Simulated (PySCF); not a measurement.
**UHF on Hg³⁺ (mercury, charge +3)**

Configuration: [Xe] 4f14 5d9, 2D determinant. Calculation: PySCF 2.14, in ANO-RCC-VTZP (8s7p5d3f1g, 84 functions); the spin-free X2C one-electron Hamiltonian (Gaussian nucleus).

```
Total energy                                                  : -19617.013280 hartree
One-electron energy                                           : -26791.7182 hartree
Hartree (Coulomb) energy                                      : 7546.6488 hartree
Exchange energy                                               : -371.9438 hartree
⟨S²⟩                                                          : 0.7548
⟨L²⟩                                                          : 6.032
Sum of ⟨r⟩                                                    : 38.62 bohr
Sum of ⟨r²⟩                                                   : 37.29 bohr²
Traceless quadrupole moment −½Σ⟨3z² − r²⟩ along its main axis : -0.501 e·bohr²
Langevin diamagnetic susceptibility                           : -29.5 ×10⁻⁶ cm³/mol
```

```tsv
shell	electrons	mean orbital energy (eV)	spread (eV)	rms radius, mean of both spins (bohr)
1s β	1	-83578.9	0	0.0187
1s α	1	-83578.9	0	0.0187
2s α	1	-14995.0	0	0.0755
2s β	1	-14994.8	0	0.0755
2p α	3	-12992.7	0.190	0.0694
2p β	3	-12992.5	0.024	0.0694
3s α	1	-3654.6	0	0.193
3s β	1	-3654.5	0	0.193
3p α	3	-3064.0	0.333	0.195
3p β	3	-3064.0	0.267	0.195
3d α	5	-2412.6	0.368	0.179
3d β	5	-2412.4	0.433	0.179
4s α	1	-868.08	0	0.424
4s β	1	-867.86	0	0.424
4p α	3	-670.29	0.687	0.452
4p β	3	-670.06	0.444	0.452
4d α	5	-425.17	0.868	0.481
4d β	5	-424.83	0.901	0.481
5s α	1	-173.45	0	0.968
5s β	1	-171.80	0	0.968
4f α	7	-153.97	0.778	0.526
4f β	7	-153.76	0.491	0.526
5p α	3	-117.75	1.632	1.10
5p β	3	-115.44	1.224	1.10
5d α	5	-49.975	2.016	1.48
5d β	4	-48.866	1.371	1.48
```

Spin-orbit coupling, absent here, splits the open shell strongly.

Densities and radii are taken from the X2C orbitals without a picture-change correction, which distorts them close to the nucleus.

Spin-orbit constants ζ (cm⁻¹) from the X2C one-electron operator on these orbitals: bare nucleus, nucleus screened by l(l+1)(2l+1)/3 electrons, and screened by the Breit-Pauli mean field of the electrons.

```tsv
shell	bare	screened nucleus	mean field
2p	9724000	9481000	n/a
3p	2177000	2122000	n/a
3d	335400	293500	n/a
4p	520800	507800	n/a
4d	71150	62250	n/a
4f	14560	9461	n/a
5p	86050	83900	n/a
5d	7548	6605	n/a
```

To first order the Landé constant is A = -6605 cm⁻¹, so the lowest level has J = 5/2 and lies 0.819 eV below the centre of the term. First order in ζ underestimates the shift of the j = l − 1/2 level at high Z.
